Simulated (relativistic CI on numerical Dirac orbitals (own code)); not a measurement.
## V⁵⁺ in a cubic cluster: L2,3 absorption with charge transfer

Computed with a charge-transfer multiplet model of a cubic metal-ligand cluster with up to 2 ligand holes, Slater and spin-orbit integrals from Dirac-Coulomb-Breit ions, Slater integrals scaled by 0.7. The ground state mixes d0 with configurations of k ligand holes L, whose averages lie at kΔ + k(k − 1)U_dd/2; a core hole lowers each added d electron by U_cd. 300 K, Lorentzian 0.4 eV and Gaussian 0.3 eV FWHM.

Atomic integrals in eV (Slater integrals scaled, ζ unscaled), ground: F2dd 7.050, F4dd 4.418, zeta_d 0.024; with the core hole: F2dd 7.050, F4dd 4.418, zeta_d 0.047, zeta_core 4.606, F2cd 5.240, G1cd 4.036, G3cd 2.295. Where a configuration has fewer than two d electrons, the dd integrals are those of d2.

Cluster parameters (eV): Δ = -1.9, U_dd = 5.8, U_cd = 7.3, 10Dq(ligand) = 0.5, V(eg) = 2.95, V(t2g) = -1.29, final-state hopping factor = 1.

```tsv
Case	n_d	d0	d1L	d2L2	S
10Dq = 0.5 eV	1.05	0.19	0.57	0.24	0.00
10Dq = 1.4 eV	1.04	0.20	0.57	0.23	0.00
10Dq = 1.7 eV	1.03	0.20	0.57	0.23	0.00
```

Weights, n_d and S are thermal averages at 300 K. Photon energies count from the first peak over 30 % of the highest in each spectrum, which can be another peak from case to case. The parameters are a model scan and need not match a compound or its usual spin state. Peaks in eV (height, largest 100):
- 10Dq = 0.5 eV: -1.9 (18), 0.0 (89), 3.0 (13), 5.4 (39), 6.9 (100)
- 10Dq = 1.4 eV: -1.0 (6), 0.0 (47), 2.5 (93), 4.8 (24), 7.3 (60), 9.5 (100)
- 10Dq = 1.7 eV: -1.0 (6), 0.0 (51), 2.7 (100), 4.9 (25), 7.2 (56), 9.7 (99)

A d0 ion has no d-d gap: its lowest excitations are ligand-to-metal charge transfer. With the core hole the configuration with one ligand hole lies at Δ + U_dd − U_cd = -3.4 eV from the one without, against Δ in the ground state.

With at most 2 ligand holes the space is cut while the next configuration still counts, so covalency is underestimated, and a final configuration with one more ligand hole, which can lie low, is missing from the spectra.
